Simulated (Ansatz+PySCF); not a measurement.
Values are calculated unless marked as measured or tabulated.
# CO → C + O

CO (charge 0, multiplicity 1):
```xyz
2

C     0.0000    0.0000   -0.6446
O     0.0000    0.0000    0.4835
```

Shapes relaxed with PBE0/def2-SVP. Single points in def2-SVP with Ansatz (development build ahead of 0.2.0), no zero-point energy. Correlated methods freeze no orbital on H to Be, one on B to Mg, five on Al to Zn, nine on Ga to Sr.

```csv
method,reaction energy
CCSD (restricted),10.583 eV
CCSD (unrestricted),10.579 eV
CCSD(T) (restricted),10.826 eV
CCSD(T) (unrestricted),10.824 eV
HF (restricted),7.883 eV
HF (unrestricted),7.636 eV
MP2 (restricted),11.338 eV
MP2 (unrestricted),11.327 eV
PBE (restricted),11.869 eV
PBE0 (restricted),11.278 eV
PBE0 (unrestricted),11.171 eV
r2SCAN (restricted),11.313 eV
r2SCAN (unrestricted),11.148 eV
wB97X (restricted),11.330 eV
wB97X (unrestricted),11.180 eV
```

(1) What does PBE (unrestricted) give?

Answers

(1) 11.786 eV.
